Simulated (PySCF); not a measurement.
Coordinates in bohr (charge 0 multiplicity 1):
```
Te    0.0005   -0.8559    0.0000
S    -4.0141    0.0920    0.0000
Cl    1.8352    1.5410    3.2922
Cl    1.8352    1.5409   -3.2922
```

These are results of PBE0/[Te def2-TZVP with ECP28, S def2-TZVP, Cl def2-TZVP], scalar-relativistic core potentials, density fitting, no spin–orbit coupling, PySCF, not measurements.

This geometry of TeSCl2 is a stationary point at this level.

Problem. What is the point group?

Solution. Cs.

Problem. Is it a minimum?

Solution. Yes: all harmonic wavenumbers are real.

Problem. Give the ideal-gas entropy at 298.15 K and 1 bar by parts.

Solution. translation 176.8, rotation 120.5, vibration 48.8, spin 0.0; total 346.1 J/(mol K).

Problem. What is the atomisation energy, with and without zero-point energy?

Solution. 823 kJ/mol without, 813 kJ/mol with.

This need not be the most stable arrangement of these atoms.
